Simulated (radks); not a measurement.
Coulomb parameter of the 3d shell of neutral cobalt in the model configuration [Ar] 3d6 4s2 4p1, as a second difference U = [E(n + 0.25) + E(n - 0.25) - 2 E(n)] / (0.25)^2 with all orbitals relaxed. "Bare": the charge of the atom changes with n. "Screened": the 4p shell takes up the change at fixed total charge, which measures U(3d,3d) + U(4p,4p) - 2 U(3d,4p). Calculated with a radial shooting solver on a logarithmic mesh with Libxc functionals: scalar-relativistic Kohn-Sham, PBE, spin-unpolarised, spherical densities, point nucleus.

| case | configuration | E - E(n) (eV) |
|---|---|---|
| start | [Ar] 3d6 4s2 4p1 | 0.000 |
| bare +0.25 | [Ar] 3d6.25 4s2 4p1 | -3.375 |
| bare -0.25 | [Ar] 3d5.75 4s2 4p1 | 4.237 |
| screened +0.25 | [Ar] 3d6.25 4s2 4p0.75 | -2.950 |
| screened -0.25 | [Ar] 3d5.75 4s2 4p1.25 | 3.329 |

U(bare) = 13.801 eV, U(screened by 4p) = 6.060 eV, against the Slater integral F0(3d,3d) = 25.874 eV with frozen orbitals. The step up makes a negative ion, whose loosely bound charge lowers the bare value.
